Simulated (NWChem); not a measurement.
System: CH4F2OSi; SMILES C([SiH2]O)(F)F

Input file for NWChem:

```
start job
memory heap 200 mb stack 900 mb global 1100 mb
geometry units angstroms
  O     -1.843659     0.882066     0.559919
  Si    -1.061605    -0.439490     0.057932
  C      0.842432    -0.098661     0.234498
  F      1.597186    -1.071278    -0.345719
  F      1.159847     1.062695    -0.422306
  H     -1.649034     1.764556     0.250233
  H     -1.287054    -0.740144    -1.350689
  H     -1.438151    -1.461007     1.018104
  H      1.215050     0.018744     1.262343
end
basis spherical
  * library def2-svp
end
dft
  xc xpbe96 cpbe96
  disp vdw 4
  iterations 150
end
driver
  maxiter 120
end
task dft optimize
task dft freq
```

The level has its own optimisation; frequencies are unscaled.

Problem. What results follow from this input? (PBE-D3(BJ)/def2-SVP.) Quantities: r O–Si (Å); r H–O (Å); r C–Si (Å); r C–H (Å); highest harmonic frequency (cm⁻¹); lowest (cm⁻¹); zero-point energy (kcal/mol); dipole (D).

Solution. 
```json
{
  "r O–Si (Å)": "1.679",
  "r H–O (Å)": "0.973",
  "r C–Si (Å)": "1.929",
  "r C–H (Å)": "1.117",
  "highest harmonic frequency (cm⁻¹)": "3763",
  "lowest (cm⁻¹)": "70",
  "zero-point energy (kcal/mol)": "32.5",
  "dipole (D)": "1.08"
}
```
